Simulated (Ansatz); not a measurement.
Worked example: C2H8AlN + CH4S2 → CH6AlN + C2H6S2

Gas-phase species: C2H8AlN `C[N](C)[AlH2]`, singlet; CH4S2 (methyl hydrodisulfide) `CSS`, singlet; CH6AlN `C[NH][AlH2]`, singlet; C2H6S2 (dimethyl disulfide) `CSSC`, singlet. The partners trade CH3 for H: N–CH3 and S–H bonds give way to N–H and S–CH3.

Shapes, held fixed at every level: PBE0-D4/def2-TZVP. Flexible molecules stand in one conformer, not always the lowest. Programs: Ansatz 0.2.0. The zero-point and thermal change to 298 K, harmonic and unscaled (PBE0-D4/def2-TZVP), is +4.6 kJ/mol.

At CCSD(T)/CBS estimate; 1 Eh = 2625.50 kJ/mol:

```
species  energy (Eh)
C2H8AlN  -377.639836
  CH4S2  -836.007940
 CH6AlN  -338.389770
 C2H6S2  -875.269946
```

Q: Work out ΔH(298 K) of the reaction at this level.

A: 
1. Products less reactants: (-338.389770) + (-875.269946) − [(-377.639836) + (-836.007940)] = -0.011940 Eh = -31.3 kJ/mol.
2. With the thermal change: -31.3 + (+4.6) = -26.7 kJ/mol.

Other levels give -27.4 (r2SCAN-D4/def2-TZVPP) to -11.7 kJ/mol (HF/def2-SVP). No measured value is set beside it here. The CBS estimate extrapolates MP2 from def2-TZVPP and def2-QZVPP and adds CCSD(T) − MP2 in the triple-zeta set, cores frozen.
